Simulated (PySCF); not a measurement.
## Computed vibrations of Tl(SH)

Tl(SH) (singlet). PySCF 2.14.0, RKS BP86, Tl def2-SVP with ECP60, S def2-SVP, H def2-SVP; non-relativistic Hamiltonian with scalar-relativistic core potentials where named; density fitting; no spin-orbit coupling. Central differences of gradients.

```xyz
3

Tl    0.0203    0.0000   -0.3640
S    -0.1676    0.0000    2.2590
H     1.1950    0.0000    2.3591
```

Run from Python with OMP_NUM_THREADS=2. Where DIIS fails, smearing, a level shift and second-order steps follow.
It took 8.4 s on 2 threads of Arm Neoverse V2, with other jobs on the host.

Task: What are the harmonic wavenumbers and infrared intensities?

Result: Modes are labelled in Cs; negative numbers are unstable modes, those under 60 cm⁻¹ near the noise; a finer grid moves soft modes by up to 10 cm⁻¹.
```
cm⁻¹  km/mol  symmetry
 262    36.7        a'
 442    26.0        a'
2584    10.7        a'
```

Task: Is this a minimum?

Result: Yes. Ideal gas at 298.15 K and 1 bar: S = 282.4 J/(mol K), Cp = 46.3 J/(mol K), H − H(0 K) = 11.9 kJ/mol (rigid rotor, harmonic modes, spin degeneracy alone).
